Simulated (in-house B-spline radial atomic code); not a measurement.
Yb. Computed with a B-spline radial atomic code. Model: non-relativistic spherical atom: semilocal Troullier-Martins pseudo-atom, one channel per l, against all electrons, high spin, G0W0 and RPA with empty states to l = 8, local potential for every l without a channel, a model core (radius 0 = none) keeps its share of the functional.

The core holds an angular momentum without a channel of its own, so the local potential lets valence electrons into it.

Without relativity these are model numbers for so heavy an element.

What the tables leave out is listed at the end.

The pseudopotential gives back the lowest level of each angular momentum of its own functional in the configuration it was made in; a second state of the same l is only approximately right. Exact exchange, RPA and GW see the smooth pseudo-orbitals and miss the exchange with the core, for which the functional's share stands in. The column with an uncorrelated core keeps all orbitals and exact exchange, and so separates missing core correlation from pseudisation. Only the three outermost levels and the lowest empty one were computed. RPA here is direct RPA, with no exchange kernel, and its energies carry an (l + 1/2)⁻⁴ tail. A hybrid on a potential with a model core restores only its own semilocal share of the core's exchange.

Command:
```bash
python run_psgw.py task.json out
```
Settings (lengths in bohr, energies in hartree):
```
Z                      70
electrons              70
configuration          [Xe] 4f14 6s2
generated_in           [Xe] 4f14 6s2
functional             pbe,pbe
core_shells            12
radius_factor          1.3
core_correction        False
ion_configuration      [Xe] 4f14 6s1
```

Cost of the run: 44 s on 1 thread of Arm Neoverse V2, on a shared host.

Given: made with PBE; model core radius 0 bohr; local radius 3.4 bohr; mean-field start Hartree-Fock.

Valence shells of the generating configuration: 6s.

Channel: s 3.4 (radii in bohr).

Computed: largest level miss in the spin-unpolarised generating configuration 0 eV; valence RPA correlation energy all-electron orbitals -0.033759 hartree; valence RPA correlation energy pseudo -0.045803 hartree; pseudo-atom RPA polarisability 91.287 bohr³; ionisation by mean-field all-electron 4.7803 eV; ionisation by mean-field pseudo minus all 0.139 eV; ionisation by RPA pseudo minus all 0.057 eV.

```
level  occupied  mean-field all-electron (eV)  mean-field pseudo minus all (eV)  G0W0 all-electron (eV)  G0W0 uncorrelated core minus all (eV)  G0W0 pseudo minus all (eV)  exchange self-energy all-electron (eV)  exchange self-energy pseudo (eV)
   6s         1                       -4.9651                            -0.145                 -5.8725                                  0.302                      -0.035                                 -6.4568                           -5.6352
```

**Question.** What is the ionisation by RPA all-electron?

**Answer.** 5.6684 eV.

**Question.** What is the all-electron RPA polarisability, core included?

**Answer.** 95.018 bohr³.

Among the listed levels the largest G0W0 shift of the pseudo-atom is -0.04 eV, for 6s on the Hartree-Fock start, while leaving the core uncorrelated moves that level by +0.30 eV. The rest, -0.34 eV, comes from pseudisation and the lost core exchange. Not in the tables (levels of low weight, unsolved or above zero; the highest and the empty levels are kept at any weight): the PBE start was refused, since an empty level lay at or below an occupied one; the PBE0 start was refused, since an empty level lay at or below an occupied one.
